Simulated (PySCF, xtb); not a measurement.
C₂H₅Si, SMILES [CH2][Si]C (connectivity only; charge and spin as stated), neutral, multiplicity 2.

Harmonic wavenumbers (cm⁻¹) from GFN2-xTB in xtb at its own minimum, in rising order: 62, 168, 271, 640, 679, 756, 794, 820, 988, 1349, 1421, 1480, 1487, 3001, 3008, 3023, 3025, 3057.

Question: What does ωB97X-D3(BJ)/def2-TZVP (PySCF) give at its own minimum? (Estimate from the structure and the level; the computed values follow.)

Answer: 99, 222, 352, 626, 676, 677, 801, 821, 1018, 1269, 1380, 1444, 1464, 3063, 3153, 3154, 3160, 3259. Paired by order, the mean absolute difference is 65 cm⁻¹ and the zero-point energies are 37.2 and 38.1 kcal/mol.
